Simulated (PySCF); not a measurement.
Isomers of C5H9NO2, from PBE0-D3(BJ)/def2-SVP geometry optimisation, gas phase in PySCF. One conformer each, no zero-point energy, no frequencies.

Question: Which isomer lies lowest at this level?
A. `[CH2:1]=[CH:2][NH:3][C:4](=[O:5])[CH2:6][O:7][CH3:8]` with C1–C2–N3–C4 -179°, C2–N3–C4–O5 0°, N3–C4–C6–O7 20°, C4–C6–O7–C8 82°: A = 3091, B = 1324, C = 1012 MHz, dipole 2.86 D
B. `[CH3:1][O:2][CH2:3][C@@H:4]([C:5]#[N:6])[O:7][CH3:8]` with C1–O2–C3–C4 -173°, O2–C3–C4–C5 63°, C3–C4–O7–C8 172°: A = 3409, B = 1230, C = 952.7 MHz, dipole 3.51 D
C. `[H]/[N:1]=[CH:2]\[C@H:3]1[CH2:4][CH2:5][O:6][CH2:7][O:8]1` with N1–C2–C3–C4 -121°, C2–C3–C4–C5 173°, C3–C4–C5–O6 -53°, C4–C5–O6–C7 57°, C5–O6–C7–O8 -61°: A = 4442, B = 1560, C = 1253 MHz, dipole 3.22 D

Answer: A. That is `C=CNC(=O)COC`, 10.0 kcal/mol below the next.

| SMILES | mapped SMILES | E (Eh) | relative (kcal/mol) | relative (kJ/mol) | dipole (D) |
| --- | --- | --- | --- | --- | --- |
| C=CNC(=O)COC | [CH2:1]=[CH:2][NH:3][C:4](=[O:5])[CH2:6][O:7][CH3:8] | -400.39154 | 0.0 | 0.0 | 2.86 |
| [H]/N=C\[C@H]1CCOCO1 | [H]/[N:1]=[CH:2]\[C@H:3]1[CH2:4][CH2:5][O:6][CH2:7][O:8]1 | -400.37568 | 10.0 | 41.6 | 3.22 |
| COC[C@@H](C#N)OC | [CH3:1][O:2][CH2:3][C@@H:4]([C:5]#[N:6])[O:7][CH3:8] | -400.34389 | 29.9 | 125.1 | 3.51 |

As drawn, the lowest has a C=O bond, an N–H bond and a C(=O)–N unit, which the highest lacks; the highest has a C≡N group, which the lowest lacks.
